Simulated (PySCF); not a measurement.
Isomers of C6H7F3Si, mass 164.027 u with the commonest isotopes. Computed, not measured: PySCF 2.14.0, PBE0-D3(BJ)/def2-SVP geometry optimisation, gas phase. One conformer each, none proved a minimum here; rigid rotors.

Question: Order these by radius of gyration √(Σ m r²/M), smallest first.
A. `CC1=C[SiH2]C(C(F)(F)F)=C1`
B. `[F:1][C:2]([F:3])([F:4])[CH2:5][C:6]1=[CH:7][SiH2:8][CH:9]=[CH:10]1` with C2–C5–C6–C7 -104°
C. `CC1=C(C(F)(F)F)C=C[SiH2]1`
D. `C[Si@H]1C=CC(C(F)(F)F)=C1`

Answer: C (2.206 Å), A (2.308 Å), D (2.368 Å), B (2.403 Å).

Question: Order these by rotational constant C, smallest first.
A. `C1[SiH2]C(C)=C(C=1)C(F)(F)F`
B. `FC(F)(F)C1=C[Si@H](C=C1)C`
C. `[F:1][C:2]([F:3])([F:4])[CH2:5][C:6]1=[CH:7][SiH2:8][CH:9]=[CH:10]1` with C2–C5–C6–C7 -104°
D. `CC1=C[SiH2]C(C(F)(F)F)=C1`

Answer: C (570.5 MHz), B (593.2 MHz), D (612.2 MHz), A (674.0 MHz).

Question: Order these by rotational constant A, smallest first.
A. `CC1=C[SiH2]C(C(F)(F)F)=C1`
B. `[F:1][C:2]([F:3])([F:4])[CH2:5][C:6]1=[CH:7][SiH2:8][CH:9]=[CH:10]1` with C2–C5–C6–C7 -104°
C. `CC1=C(C(F)(F)F)C=C[SiH2]1`
D. `C[Si@H]1C=CC(C(F)(F)F)=C1`
E. `[F:1][C:2]([F:3])([F:4])[CH2:5][C:6]1=[CH:7][CH:8]=[CH:9][SiH2:10]1` with C2–C5–C6–C7 139°

Answer: C (1906 MHz), A (1965 MHz), D (2456 MHz), E (2571 MHz), B (2753 MHz).

| SMILES | point group | Ia (u·Å²) | Ib (u·Å²) | Ic (u·Å²) | κ | μa (D) | μb (D) | μc (D) |
| --- | --- | --- | --- | --- | --- | --- | --- | --- |
| C[Si@H]1C=CC(C(F)(F)F)=C1 | C1 | 205.74 | 781.89 | 851.92 | -0.94 | 2.68 | 0.00 | 0.36 |
| CC1=C(C(F)(F)F)C=C[SiH2]1 | near Cs | 265.09 | 581.63 | 749.78 | -0.68 | 1.86 | 0.47 | 0.01 |
| CC1=C[SiH2]C(C(F)(F)F)=C1 | Cs | 257.25 | 665.25 | 825.47 | -0.78 | 3.14 | 0.49 | 0.00 |
| FC(F)(F)CC1=C[SiH2]C=C1 | C1 | 183.55 | 824.20 | 885.82 | -0.96 | 1.00 | 0.06 | 1.43 |
| FC(F)(F)CC1=CC=C[SiH2]1 | C1 | 196.59 | 739.31 | 829.44 | -0.92 | 1.54 | 1.45 | 0.86 |
